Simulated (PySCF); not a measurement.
Electron correlation in P²⁺ (phosphorus, charge +2)

[Ne] 3s2 3p1, 2P determinant. All numbers are calculated (PySCF 2.14, the spin-free X2C one-electron Hamiltonian (Gaussian nucleus), in aug-cc-pVDZ-DK (5s4p2d, 27 functions)). Frozen: [Ne]; 3 electrons correlated.

MP2 pair energies summed by pair of shells (mhartree):

| pair | energy | share (%) |
| --- | --- | --- |
| 3s-3s | -22.38 | 58.0 |
| 3s-3p | -16.19 | 42.0 |

Total MP2 correlation energy: -38.57 mhartree.

Same-spin part -2.33 and opposite-spin part -36.24 mhartree; SCS-MP2 scales them by 1/3 and 6/5 to -44.27 mhartree.

| level | correlation energy (mhartree) |
| --- | --- |
| CCSD | -58.13 |
| (T) | -0.62 |
| CCSD(T) | -58.75 |

Diagnostics: T1 = 0.010, D1 = 0.0242, largest double amplitude 0.110.

Q: Is a single reference adequate?

A: Mostly. T1 lies below 0.03, but a double amplitude of this size points to a near-degeneracy that CCSD handles and MP2 describes poorly.
